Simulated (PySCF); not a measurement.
C₄H₅NSi, SMILES [SiH](C#C)(N)C#C. Geometry: PBE-D3(BJ)/def2-SVP. This is a generated structure with no PubChem entry under its InChIKey; it may be hypothetical. One conformer was computed; it need not be the lowest.

Computed equilibrium geometry at PBE-D3(BJ)/def2-SVP (PySCF confirms it by a frequency run) as Cartesian coordinates in Å (one conformer of several):
```xyz
11

C      2.6353    -0.3020    -0.7904
C      1.5423    -0.2482    -0.2323
Si    -0.0942    -0.1514     0.6016
N     -0.7993    -1.7404     0.5833
C     -1.0660     1.1612    -0.2663
C     -1.7524     2.0092    -0.8341
H      3.5996    -0.3508    -1.2796
H      0.0532     0.2610     2.0349
H     -0.8951    -2.2043    -0.3248
H     -1.6481    -1.8829     1.1383
H     -2.3514     2.7584    -1.3357
```
